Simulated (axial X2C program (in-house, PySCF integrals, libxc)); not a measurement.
# Levels of SbBr⁺ by electron attachment to SbBr²⁺ (EOM-EA-CCSD)

Calculated with an in-house all-electron X2C program for linear molecules (integrals from PySCF): two-component X2C with atomic mean-field Coulomb and Gaunt terms, Gaussian nuclei, basis Sb dyall-acv3z, Br dyall-acv3z with contracted cores.

R = 2.195 Å (0.920 times 2.386 Å, the PBE0 minimum at charge 1 for the lowest determinant).

Levels of SbBr⁺ obtained by attaching an electron to SbBr²⁺:

```csv
Ω,binding energy (eV),above lowest (cm⁻¹),attached spinor,one-particle weight
1/2,14.437,0,"70% Sb pπ, 11% Br pπ, 9% Br dπ",0.96
3/2,14.018,3379,"71% Sb pπ, 11% Br pπ, 10% Br dπ",0.96
1/2,10.222,33990,"40% Sb pσ, 25% Sb dσ, 14% Br pσ",0.95
1/2,7.737,54039,"56% Sb sσ, 16% Br dσ, 13% Br sσ",0.97
```

Problem. Take the first Ω = 1/2 and Ω = 3/2 rows of π character: how far apart are they, and which lies lower?

Solution. E(3/2) − E(1/2) = 3379 − 0 = 3379 cm⁻¹ at EOM-EA-CCSD: regular, Ω = 1/2 lower. Splittings at this level can be off by ten to twenty per cent.

This point took 17 s on 1 thread of Intel(R) Xeon(R) Processor @ 2.30GHz, on a shared host.

Reference electrons by ω block (each with its −ω partner): 1/2: 27, 3/2: 12, 5/2: 3. 10 electrons of SbBr²⁺ correlated (inner shells frozen), 92 natural virtual spinors (a truncated set); levels can be off by some tenths of an eV. Roots sought by Ω: (1/2: 5, 3/2: 4, 5/2: 2, 7/2: 1); the list ends where they run out and leaves out roots under 60 % one-particle weight. The solver can skip a root, and states that need a further excitation, which the method places far too high, are missing though they may lie low or lowest. T1 of the reference 0.026 (Lee–Taylor). The reference was not checked to be the lowest state of its species. Number of frozen shells: Sb 4 s, 3 p, 2 d; Br 3 s, 2 p, 1 d. Large amplitudes in the reference (orbital relaxation or multireference character) lower the reliability.
